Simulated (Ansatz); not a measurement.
C2H5B, SMILES `BC=C` (charge 0, multiplicity 1).

All values below come from frozen-core CCSDT(Q)/cc-pVDZ // B3LYP-D3(BJ)/def2-TZVP (Ansatz, an electronic-structure program).

Ansatz 0.2 input:
```yaml
crystal:
  periodic: [false, false, false]
  atoms:
    - { symbol: B, position_ang: [-0.083001, 0.837954, -0.976795] }
    - { symbol: C, position_ang: [-0.141121, 0.276935, 0.450842] }
    - { symbol: C, position_ang: [0.165907, -1.003367, 0.706547] }
    - { symbol: H, position_ang: [-0.344683, 1.976703, -1.214889] }
    - { symbol: H, position_ang: [0.234053, 0.112198, -1.870317] }
    - { symbol: H, position_ang: [-0.429384, 0.902495, 1.292478] }
    - { symbol: H, position_ang: [0.140738, -1.427367, 1.705594] }
    - { symbol: H, position_ang: [0.457491, -1.675549, -0.093459] }
basis:
  gaussian: { orbitals: cc-pVDZ }
correlation:
  method: ccsdt_q
```

Output:

```
Functional definition: HF
1280 factors; integrals over basis functions are off by at most 2.1e-7 eV
mean field evaluation 1: about -2809.2977 eV, gradient 2.2e1 eV
mean field evaluation 2: about -2809.2986 eV, gradient 2.2e1 eV
mean field evaluation 4: about -2810.8685 eV, gradient 2.6e0 eV
mean field evaluation 8: about -2810.8891 eV, gradient 4.3e-3 eV
mean field evaluation 16: about -2810.8891 eV, gradient 9.2e-2 eV
mean field -2810.88913286 eV, -103.2982703436 hartree, gradient 2.6e-6 eV, S^2 0.000000; 0 other end points of the search recorded, 0 dependent functions left out; unrestricted orbitals would lower it
3 core orbitals not correlated
reference -2810.88913286 eV, -103.2982703436 hartree; 8, 8 occupied and 56, 56 virtual orbitals, 1280 factors
second order -9.50781596 eV of doubles, -0.00000000 eV of singles
cycle   1  -10.24679515 eV  change   -7.4e-1 eV  update   8.8e-2
cycle   2  -10.80867686 eV  change   -5.6e-1 eV  update   3.9e-2
cycle   3  -11.02526923 eV  change   -2.2e-1 eV  update   1.8e-2
cycle   4  -11.00890689 eV  change    1.6e-2 eV  update   6.2e-3
cycle   5  -11.00917697 eV  change   -2.7e-4 eV  update   3.2e-3
cycle   6  -11.01324188 eV  change   -4.1e-3 eV  update   9.7e-4
cycle   7  -11.01341024 eV  change   -1.7e-4 eV  update   3.7e-4
cycle   8  -11.01323599 eV  change    1.7e-4 eV  update   1.2e-4
cycle   9  -11.01331687 eV  change   -8.1e-5 eV  update   4.7e-5
cycle  10  -11.01330915 eV  change    7.7e-6 eV  update   1.7e-5
cycle  11  -11.01328493 eV  change    2.4e-5 eV  update   7.2e-6
cycle  12  -11.01329345 eV  change   -8.5e-6 eV  update   2.6e-6
cycle  13  -11.01329493 eV  change   -1.5e-6 eV  update   8.1e-7
cycle  14  -11.01329580 eV  change   -8.6e-7 eV  update   3.7e-7
perturbative correction -0.02291708 eV, -0.0008421870 hartree
Total energy: -2821.92534573 eV, -103.7038436860 hartree
```
